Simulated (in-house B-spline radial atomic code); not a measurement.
## Ionising Se8+ with different functionals

Computed with a radial B-spline atomic code at the basis-set limit: non-relativistic Hamiltonian, point nucleus, spin-polarised at highest spin, spherical fractional occupations for the functionals, the average over the highest-spin determinants for Hartree-Fock. The ionisation energy is the difference of two self-consistent energies, [Ar] 3d8 → [Ar] 3d7, without Breit or QED terms; ε is the level of the shell that loses the electron (its least bound occupied spin orbital). There is no spin-orbit coupling in this Hamiltonian.

Hybrids are left out here: with spherical fractional occupations of an open shell their exact exchange keeps a self-interaction that integer-occupation calculations don't have.

| method | rung | ΔSCF (eV) | -ε(3d) (eV) |
| --- | --- | --- | --- |
| Hartree-Fock | Hartree-Fock | 219.86 | 223.20 |
| LDA VWN5 | LDA | 222.48 | 205.26 |
| LDA PW92 | LDA | 222.47 | 205.25 |
| LDA exchange-only | LDA | ? | ? |
| PBE | GGA | 222.08 | 204.88 |
| PBEsol | GGA | 222.03 | 204.83 |
| BLYP | GGA | 221.95 | 204.75 |
| RPBE | GGA | ? | ? |
| PW91 | GGA | 222.29 | 205.08 |
| BP86 | GGA | 222.22 | 205.00 |
| AM05 | GGA | 222.10 | 204.90 |
| OLYP | GGA | 222.78 | 205.61 |
| TPSS | meta-GGA | 221.88 | 204.72 |
| SCAN | meta-GGA | 222.02 | 205.09 |
| r2SCAN | meta-GGA | 222.08 | 205.14 |
| M06-L | meta-GGA | 222.07 | 205.14 |
| revTPSS | meta-GGA | 221.68 | 204.55 |

Problem. What does LDA exchange-only give?

Solution. ΔSCF 219.94 eV, and -ε(3d) = 202.80 eV.

Problem. What does RPBE give?

Solution. ΔSCF 221.98 eV, and -ε(3d) = 204.79 eV.

Problem. How do they compare with the NIST value?

Solution. NIST lists 219 eV ± 2.2 (tabulated theory, ground level to ground level). Errors run from +0.86 to +3.78 eV; all lie within about twice that uncertainty, so the table can't rank the methods. Hartree-Fock also lacks correlation.
